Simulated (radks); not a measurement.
Valence configurations of neutral erbium (all share [Xe]). Method: scalar-relativistic Kohn-Sham, BLYP, spin-polarised, spherical densities, finite nucleus; open shells are filled with parallel spins first (spin-orbit coupling, left out, can overturn this in heavy ions); Fermi nuclear charge, rms radius 5.2516 fm; computed with a radial shooting solver on a logarithmic mesh with Libxc functionals. Energies are relative to 4f12 6s2; eigenvalues in eV for spin up.

valence           E (eV)  moment (Bohr magnetons)    e(4f)   e(5d)   e(6p)   e(6s)
4f12 6s2           0.000                        2   -3.624       -       -  -3.743
4f12 6s1 6p1       2.484                        4   -4.978       -  -1.825  -4.874
4f11 5d1 6s2       3.427                        4  -10.232  -2.179       -  -4.423
4f11 5d1 6s1 6p1   5.985                        6  -11.476  -3.334  -2.013  -5.468
4f11 6s2 6p1       4.903                        4  -13.463       -  -2.141  -5.777
4f12 5d1 6p1       5.367                        4   -4.155  -1.678  -1.742       -

NIST lists [Xe] 4f12 6s2 as the ground configuration; this level of theory agrees among the configurations tried. The energies are those of spherical high-spin densities, not of single terms. No valid solution was reached for [Xe] 4f13 6s1; [Xe] 4f12.5 6s1 6p0.5; [Xe] 4f12.5 6s1.5; [Xe] 4f14.
